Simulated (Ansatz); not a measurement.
Trisilane + `S[CH2][GeH3]` → `[SiH3]S[CH2][GeH3]` + disilane at 600 K and 1 bar (cleavage of the Si–Si bond).

Isolated molecules relaxed with PBE0-D4/def2-TZVP in Ansatz; ΔE leaves out vibrations. CCSD(T)/CBS adds triple-zeta CCSD(T) − MP2 to the extrapolated MP2 energy (def2 sets, frozen cores). For Ge outer-core shells are correlated without core-valence functions, which leaves a few kJ/mol of doubt a bond. Scalar relativity is left out up to krypton. Each species was taken in one conformer, which may not be the lowest.

```csv
species,CCSD(T)/CBS energy (Eh),H − E (kJ/mol),S (J/(mol·K))
`[SiH3][SiH2][SiH3]`,-872.02658,240.8,449.3
`S[CH2][GeH3]`,-2515.53503,208.9,397.9
`[SiH3]S[CH2][GeH3]`,-2805.83640,274.2,489.6
`[SiH3][SiH3]`,-581.74359,174.5,343.9
```

H − E and S are ideal-gas, rigid-rotor, harmonic terms from PBE0-D4/def2-TZVP, for one conformer and one mirror image of each species. 1 Eh = 2625.50 kJ/mol, R = 8.31446 J/(mol·K).

**Question.** By hand: ΔE, ΔH, ΔS and ΔG.

**Answer.** ΔE = (-2805.83640) + (-581.74359) − (-872.02658) − (-2515.53503) = -0.01838 Eh = -48.3 kJ/mol. Δ(H − E) = 274.2 + 174.5 − 240.8 − 208.9 = -1.0, so ΔH = -49.3 kJ/mol. ΔS = 489.6 + 343.9 − 449.3 − 397.9 = -13.7 J/(mol·K). ΔG = -49.3 − 600 × (-13.7)/1000 = -41.1 kJ/mol.

**Question.** By hand: the equilibrium constant, and the temperature at which ΔG would vanish if ΔH and ΔS stayed fixed.

**Answer.** log₁₀ K = −ΔG/(RT ln 10) = 3.6. ΔG = 0 at ΔH/ΔS = 3599 K, far beyond where these terms or the molecules hold.

The number of gas molecules stays the same, so ΔS is small and ΔH decides. A doubt of 5 kJ/mol in ΔE shifts log₁₀ K by 0.4 here. Other conformers and mirror images would add mixing entropy, several J/(mol·K) or more a flexible species. Modes under 60 cm⁻¹, often nearly free rotors, make the harmonic entropy too high. These are equilibria of isolated gas molecules and say nothing of rates. Largest T1 diagnostic: 0.013 (customary marks: 0.02 for closed shells, 0.045 for open ones).
